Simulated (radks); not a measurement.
Values are calculated unless marked as measured or tabulated.
Q: The iridium ion Ir4+, [Xe] 4f14 5d5. Level of theory: non-relativistic Kohn-Sham, r2SCAN, spin-polarised, spherical densities, point nucleus; meta-GGA in the generalised Kohn-Sham scheme (a radial shooting solver on a logarithmic mesh with Libxc functionals). Every spin shell is full or empty, so the densities are truly spherical. Functionals are evaluated on that one density, not self-consistently. Rank these exchange functionals by their error against the exact value of the orbitals, and give that value: LDA, B88, PBE, PBEsol, revPBE, PW86, OPTX, WC, AM05, SOGGA, EV93, revTPSS, Tao-Mo, TASK.

A: Exact: -322.750 hartree. From best to worst, with 100 (|E| - |E exact|)/|E exact| (equal figures are ties): B88 +0.10, revPBE -0.22, PBE -0.32, PW86 -0.34, EV93 -0.45, WC -0.61, Tao-Mo -0.80, revTPSS -0.87, PBEsol -1.80, SOGGA -1.81, TASK -1.81, OPTX +1.89, AM05 -3.64, LDA -3.85.
